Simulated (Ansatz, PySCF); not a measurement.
Process, species as SMILES: O[SiH2]O [dihydroxysilane] -> O[SiH]O + H atom (the H-Si bond at the site shown breaks; other sites are not compared here)
Geometries: B3LYP-D3(BJ)/def2-TZVP minima from Ansatz (a program for electronic structure), one conformer each, not searched for the lowest.

Property: bond dissociation energy (0 K, with B3LYP-D3(BJ) harmonic zero-point energies from PySCF), in kcal/mol. Cores are frozen in the correlated levels unless marked. UHF or UKS for open shells. Spin-orbit coupling is left out. No relativistic terms. Basis-set limits of correlation are two-point, X^-3; Hartree-Fock from the larger set (for Q and 5 zeta extrapolated as (X+1)exp(-9√X)).

```csv
level,program,bond dissociation energy (kcal/mol),minus last row
HF/6-31G*,Ansatz,74.6,-19.5
HF/aug-cc-pV(T+d)Z,Ansatz,73.7,-20.4
HF/cc-pV(5+d)Z,Ansatz,73.9,-20.2
BLYP-D3(BJ)/def2-TZVPD,Ansatz + dftd3,88.6,-5.5
BLYP/def2-TZVPD,Ansatz,88.2,-5.9
B3LYP/def2-TZVPD,Ansatz,91.0,-3.1
PBE0/def2-SVP,Ansatz,88.1,-6.0
HSE06-D3(BJ)/def2-TZVPD,Ansatz + dftd3,88.1,-6.0
CAM-B3LYP/def2-TZVPD,Ansatz,92.0,-2.1
RI-MP2/aug-cc-pV(T+d)Z,Ansatz,90.3,-3.8
CCSD/6-31G*,Ansatz,84.2,-9.9
CCSD/aug-cc-pV(Q+d)Z,Ansatz,93.8,-0.3
CCSD(T)/STO-3G,Ansatz,104.8,10.7
CCSD(T)/cc-pwCVTZ,Ansatz,93.3,-0.8
"CCSD(T)/CBS(cc-pV(Q+d)Z,cc-pV(5+d)Z)",Ansatz,94.1,0.0
```
